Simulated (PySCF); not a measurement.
SbF4, SMILES [F][Sb]([F])([F])[F], multiplicity 2.

The structure is a stationary point at PBE0-D3(BJ)/def2-SVP. The spin state was assumed, not searched. The isomer is the one that the SMILES or the coordinates give; other isomers of the formula were not compared. The def2 effective core potentials stand for the cores of Sb; spin–orbit coupling is left out.

Method: PBE0/def2-TZVP run with PySCF.

Gas-phase values at a fixed geometry.

Computed frontier levels, dipole moment and polarisability:
- α spin, highest occupied and lowest empty level = -9.30 and -2.10 eV
- β spin, highest occupied and lowest empty level = -12.08 and -6.03 eV
- dipole moment = 2.27 D
- quadrupole, principal values (traceless, Buckingham form, about the centre of nuclear charge) = -6.33, 1.63, 4.70 D·Å
- mean static polarisability = 37.8 bohr³ (5.61 Å³)
- polarisability, principal values = 31.7, 35.0, 46.8 bohr³
- ⟨S²⟩ = 0.756 (pure state 0.75)
